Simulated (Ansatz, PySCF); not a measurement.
Species: Be2F2, net charge 0, singlet state. 
Geometry from a B3LYP-D3(BJ)/def2-TZVP (Ansatz, an electronic-structure program) optimisation:
```xyz
4

F      0.0000     0.0000    -2.3946
Be     0.0000     0.0000    -1.0211
Be     0.0000     0.0000     1.0211
F      0.0000     0.0000     2.3946
```

Property: atomisation energy (electronic, to ground-state atoms), in eV. Correlated levels leave the core frozen unless marked. Open shells are spin-unrestricted. No spin-orbit coupling. No relativistic terms. The coupled-cluster limit lacks core correlation, which all-electron functionals hold. Basis-set limits of correlation are two-point, X^-3; Hartree-Fock from the larger set.

```csv
level,program,atomisation energy (eV)
r2SCAN/def2-TZVPD,Ansatz,15.39
B3LYP-D4/def2-TZVPD,Ansatz + dftd4,(withheld)
PW6B95-D4/def2-TZVPD,PySCF + dftd4,(withheld)
B2GP-PLYP/def2-TZVPD,Ansatz,(withheld)
B2PLYP-D4/def2-TZVPD,Ansatz + dftd4,15.14
CCSDT/def2-SVP,Ansatz,13.13
"CCSD(T)/CBS(def2-TZVPPD,def2-QZVPPD)",Ansatz,15.10
```

Question: Complete the blanks.

Answer: 
- B3LYP-D4/def2-TZVPD, atomisation energy (eV): 15.23
- PW6B95-D4/def2-TZVPD, atomisation energy (eV): 15.12
- B2GP-PLYP/def2-TZVPD, atomisation energy (eV): 15.08
